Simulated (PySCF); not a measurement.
SrCl₂, SMILES [Cl][Sr][Cl].

Coordinates come from a B3LYP-D3(BJ)/def2-TZVP optimisation. The isomer is the one that the SMILES or the coordinates give; other isomers of the formula were not compared. The def2 effective core potentials stand for the cores of Sr; spin–orbit coupling is left out.

Two levels are set side by side: PBE/def2-TZVPD (PySCF) and B3LYP/def2-TZVPD (PySCF). Same geometry, gas phase. Differences are taken from unrounded values.

```
quantity                       PBE
---------------------------  -----
orbital gap (eV)              3.77
highest occupied level (eV)  -6.60
lowest empty level (eV)      -2.83
dipole moment (D)             4.91
mean polarisability (bohr³)   66.8
```

**Question.** These are the PBE values. What does B3LYP give? (An estimate is asked for; the answer gives what the named calculation found.)

**Answer.** 
| quantity | B3LYP | PBE minus B3LYP |
|---|---|---|
| orbital gap (eV) | 5.14 | -1.36 |
| highest occupied level (eV) | -7.65 | 1.05 |
| lowest empty level (eV) | -2.52 | -0.31 |
| dipole moment (D) | 5.06 | -0.15 |
| mean polarisability (bohr³) | 63.2 | 3.6 |

Without exact exchange PBE keeps part of each electron's self-repulsion, which lifts occupied levels and narrows the gap. Loosely held outer electrons make PBE densities more polarisable. Differences between two approximate levels are no errors against the true value.

Rough cost on one machine, each run with all the roots and properties that it gave: B3LYP against PBE within a factor of 2.
